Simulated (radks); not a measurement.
The numbers below are computed, except where a source is named.
Problem. The mean radii <r> (bohr) of the occupied orbitals of an atom or ion are listed with their occupations. Code: a radial shooting solver on a logarithmic mesh with Libxc functionals. Model: scalar-relativistic Kohn-Sham, PW91, spin-polarised, spherical densities, point nucleus.

| orbital | occ. | <r> |
|---|---|---|
| 1s up | 1 | 0.2692 |
| 1s down | 1 | 0.2691 |
| 2s up | 1 | 1.272 |

Name the element and its charge. Open shells, if any, are filled with parallel spins first.

Solution. Z = 6, carbon, charge +3: C3+ in [He] 2s1. The 1s radius gives Z: for a bare nucleus <r> = (2 gamma + 1)/(2Z) with gamma = sqrt(1 - (Z/c)^2), 0.2498 bohr for Z = 6, and screening makes it slightly larger (0.2692 here). The occupations add up to 3, and the charge is Z minus that.
